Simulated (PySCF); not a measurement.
Several orderings of computed values.

Species are written as SMILES; each is one conformer at its optimised geometry, gas phase, non-relativistic unless stated. Electronic properties by PySCF.

Dipoles, sizes and rotational constants follow the conformer. The torsions of the flexible species, by atom-mapped SMILES:
- `[CH3:1][O:2][CH2:3][CH2:4][CH:5]=[O+:6]`: C1–O2–C3–C4 152°, O2–C3–C4–C5 -46°, C3–C4–C5–O6 19°
- `[CH3:1][CH2:2]/[CH:3]=[C:4](\[SiH2:5][SiH3:6])[S@@:7]([CH3:8])=[O:9]`: C1–C2–C3–C4 123°, C3–C4–Si5–Si6 127°, C3–C4–S7–C8 96°
- `[CH3:1][C@@H:2]([SiH3:3])[C@:4]([CH3:5])([CH:6]=[O:7])[S:8][SiH3:9]`: C1–C2–C4–C5 -61°, C2–C4–C6–O7 -18°, C2–C4–S8–Si9 46°
- `[O:1]=[CH:2][NH:3][SiH2:4][SiH3:5]`: O1–C2–N3–Si4 0°, C2–N3–Si4–Si5 0°

The conformers of `ClC[SiH2][C@@H]1C=C[SiH2][SiH2]1`, `C[Si]1(C)C[C@@H](S[SiH3])CO1`, `O[Si@H](CC1CCC1)[SiH2]S` and `ClC[SiH2][Si@@H]1C=C[SiH2]C1` aren't listed.

**Question.** Rank by smallest rotational constant, lowest first (GFN2-xTB).
A. `CC/C=C(\[SiH2][SiH3])[S@@](C)=O`
B. `O=CN[SiH2][SiH3]`
C. `C[C@@](S[SiH3])([C@@H](C)[SiH3])C=O`
D. `COCCC=[O+]` [radical]

**Answer.** A (0.498 GHz), C (0.691 GHz), B (1.742 GHz), D (2.138 GHz).

**Question.** Rank by HOMO–LUMO gap, lowest first (PBE0/pcSseg-1 at GFN2-xTB geometries).
A. `C[Si]1(C)C[C@@H](S[SiH3])CO1`
B. `C[C@@H]([SiH3])[C@](C)(C=O)S[SiH3]`
C. `ClC[SiH2][C@@H]1C=C[SiH2][SiH2]1`
D. `O[Si@H](CC1CCC1)[SiH2]S`
E. `O=[S@@](/C([SiH2][SiH3])=C/CC)C`

**Answer.** E (5.99 eV), B (6.30 eV), D (6.50 eV), C (6.83 eV), A (7.03 eV).

**Question.** Give the two extremes of that set in kcal/mol.

**Answer.** `CC/C=C(\[SiH2][SiH3])[S@@](C)=O`: 138 kcal/mol; `C[Si]1(C)C[C@@H](S[SiH3])CO1`: 162 kcal/mol.

**Question.** Rank by HOMO energy, lowest first (PBE0/pcSseg-1 at GFN2-xTB geometries).
A. `ClC[SiH2][Si@@H]1C=C[SiH2]C1`
B. `ClC[SiH2][C@@H]1C=C[SiH2][SiH2]1`
C. `C[C@@H]([SiH3])[C@](C)(C=O)S[SiH3]`
D. `C[Si]1(C)C[C@@H](S[SiH3])CO1`

**Answer.** A (-7.70 eV), B (-7.37 eV), C (-7.19 eV), D (-6.84 eV).
